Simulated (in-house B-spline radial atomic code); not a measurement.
wB97X excitations of Ga³⁺

Method: wB97X. Computed with a B-spline radial code for spherical atoms: linear response of the closed shell [Ar] 3d10 with the functional's adiabatic kernel; non-relativistic, point nucleus, no spin-orbit coupling, no double excitations, S, P, D and F terms only. Only terms of natural parity with L up to 3 were computed.

Without relativity these are model numbers for so heavy an element.

Command:
```bash
python run_td.py task.json out
```
Settings (radii: box in bohr, nucleus in fm):
```
Z                        31
electrons                28
configuration            [Ar] 3d10
hamiltonian              nr
method                   wb97x
box_radius               23.08
intervals                55
```

Cost of the run: 1.2 s on 1 thread of Intel(R) Xeon(R) Platinum 8488C (Sapphire Rapids), with other jobs on the host.

The lowest states, in the order of their Tamm-Dancoff energies; the method's threshold (minus the highest occupied level) is 58.39 eV. Labels give the largest channel, * marks a mixed state, and oscillator strengths are full-response dipole values. Semilocal kernels can invert the small singlet-triplet splittings of Rydberg terms. Energies in eV:

```csv
state,full response,Tamm-Dancoff,oscillator strength
3d → 4s 3D,18.241,18.264,-
3d → 4s 1D,?,?,-
3d → 4p 3P,27.068,27.098,-
3d → 4p 3F,27.212,27.234,-
3d → 4p 1F,27.276,27.299,-
3d → 4p 1P,28.073,28.149,0.534
3d → 4d 3S,38.25,38.29,-
3d → 4d 3D,38.87,38.88,-
3d → 5s 3D,39.01,39.02,-
3d → 4d 1D,39.20,39.20,-
3d → 5s 1D,39.23,39.23,-
3d → 4d 1S,41.04,41.31,-
3d → 5p 3P,41.84,41.85,-
3d → 5p 3F,41.95,41.96,-
3d → 5p 1F,?,?,-
3d → 5p 1P,42.29,42.31,0.0782
```

**Question.** Where does 3d → 5p 1F lie?

**Answer.** At 42.09 eV in full response, 42.09 eV in Tamm-Dancoff.

**Question.** Where does 3d → 4s 1D lie?

**Answer.** At 18.606 eV in full response, 18.626 eV in Tamm-Dancoff.

**Question.** How large is the singlet-triplet splitting of 3d → 4s (D terms) in Tamm-Dancoff?

**Answer.** 0.362 eV, from the unrounded values.

**Question.** What polarisabilities and dispersion coefficient does the method give?

**Answer.** Dipole 1.397 bohr³, quadrupole 2.803 bohr⁵, C6 3.113 hartree·bohr⁶ for two such species.
